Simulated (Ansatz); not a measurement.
Total energies of `C[N](C)[Ta]([OH])([OH])([OH])[OH]`.

```xyz
18

C     1.7334   -0.1813   -1.1076
N     0.7305    0.4165   -0.2543
C     1.0534    1.7709    0.1363
Ta   -0.9038   -0.5157    0.3139
O    -0.1609   -2.2922    0.4700
O    -2.0957    1.0051    0.3151
O    -1.9232   -1.2656   -1.1650
O    -1.1758   -0.4999    2.2417
H     1.8405    0.3848   -2.0421
H     2.7110   -0.1968   -0.6078
H     1.4682   -1.2089   -1.3565
H     0.2626    2.1950    0.7551
H     1.1720    2.4131   -0.7464
H     1.9920    1.8011    0.7049
H    -0.4990   -3.1278    0.1503
H    -2.7229    1.2854    0.9806
H    -2.6332   -0.7212   -1.5121
H    -0.8491   -1.2625    2.7240
```

Charge 0, multiplicity 1. Correlated methods include outer-core shells of Ta, which these sets cover unevenly. Ta takes the def2 core potential. The structure was optimised at the PBE0-D4/def2-TZVP level. It is one conformer, not always the lowest. Basis def2-TZVPP, the Gaussian-basis code of Ansatz.

RPA on PBE orbitals: Hartree–Fock energy of these orbitals -492.15484 Eh, correlation -2.99572 Eh (frozen core).

```
             functional  energy without D4 (Eh)  D4 term (kJ/mol)
            LDA (SPW92)              -491.89074                 –
                   BLYP              -495.21843             -82.2
                 r2SCAN              -495.15679             -10.8
                 B97M-V              -495.25064                 –
                   PBE0              -494.84379             -33.4
                  B3LYP              -495.37109             -61.3
                r2SCANh              -495.10569             -11.4
                r2SCAN0              -495.03189             -12.5
HSE06 (plane-wave form)              -494.82149             -31.3
              CAM-B3LYP              -495.13554             -34.1
                LC-ωPBE              -495.10631                 –
                ωB97X-V              -495.17005                 –
                ωB97M-V              -495.09886                 –
               PBE-QIDH              -494.70212                 –
```

(1) Give the same for PBE, revPBE, BHLYP, B2PLYP. (Estimate.)

B3LYP takes the VWN-RPA correlation (the form of Gaussian; ORCA's B3LYP/G). HSE06 is the plane-wave form, built on full-range PBE exchange. The double hybrids freeze the cores in their second-order part.

## Answers

(1) The calculation gave: 
| functional | energy without D4 (Eh) | D4 term (kJ/mol) |
| --- | --- | --- |
| PBE | -494.88305 | -38.9 |
| revPBE | -495.25771 | -111.5 |
| BHLYP | -494.97929 | -47.3 |
| B2PLYP | -494.92549 | – |

LC-ωPBE has ω = 0.4 bohr⁻¹.
